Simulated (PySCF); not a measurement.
All values below come from TPSSh-D3(BJ)/def2-TZVP // r2SCAN-D4/def2-SVP (PySCF 2.14.0). Isolated molecules, 0 K electronic values unless said otherwise. 

Reference species: [Ag(CO)(H)] (neutral, multiplicity 1).

The LUMO is -2.82 eV and the HOMO is -6.28 eV. The coordination number comes out as 2.

Changed species: [Ag(NH3)(H)] (L = NH3, X = H; the reference has L = CO, X = H).

Task: What does the change do to the LUMO, HOMO and coordination number?

Result: the LUMO goes up by 2.02 eV, to -0.80 eV; the HOMO increases by 1.00 eV, to -5.28 eV; the coordination number is nearly the same.
